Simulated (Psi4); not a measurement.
Pair of molecules, SMILES [SiH4] with SMILES CC#N, pulled apart as rigid monomers along the line of their centres of mass from the B3LYP-D3(BJ)/def2-TZVP minimum (SMILES order as in the coordinates).
Starting geometry (charge 0, multiplicity 1):
```
atom    x (Å)    y (Å)    z (Å)
----  -------  -------  -------
Si     0.1832   0.1384   0.1081
H     -0.2148   0.1674  -1.3192
H     -0.2366  -1.1559   0.6927
H     -0.5145   1.2348   0.8186
H      1.6453   0.3029   0.2248
C     -1.4135  -0.0992   3.8106
C      0.0315  -0.0189   3.6773
N      1.1731   0.0448   3.5592
H     -1.8514   0.8964   3.7399
H     -1.8242  -0.7203   3.0144
H     -1.6801  -0.5355   4.7733
```

Level of theory: SAPT0/jun-cc-pV(D+d)Z run with Psi4.

```json
[
 {"Si1···C7 (Å)": "3.22", "electrostatics (meV)": "-160.3", "exchange (meV)": "355.6", "induction (meV)": "-53.1", "dispersion (meV)": "-141.6", "total": "0.6"},
 {"Si1···C7 (Å)": "3.58", "electrostatics (meV)": "-67.1", "exchange (meV)": "118.1", "induction (meV)": "-21.2", "dispersion (meV)": "-77.5", "total": "-47.7"},
 {"Si1···C7 (Å)": "4.11", "electrostatics (meV)": "-23.2", "exchange (meV)": "(withheld)", "induction (meV)": "(withheld)", "dispersion (meV)": "-33.4", "total": "-41.7"},
 {"Si1···C7 (Å)": "5.01", "electrostatics (meV)": "-7.4", "exchange (meV)": "1.1", "induction (meV)": "-1.5", "dispersion (meV)": "-9.8", "total": "-17.6"},
 {"Si1···C7 (Å)": "6.43", "electrostatics (meV)": "-2.4", "exchange (meV)": "0.0", "induction (meV)": "-0.3", "dispersion (meV)": "-2.1", "total": "-4.8"}
]
```

Question: Some entries are withheld; supply them.

Answer: 
- 4.11, induction (meV): -6.4
- 4.11, exchange (meV): 21.3
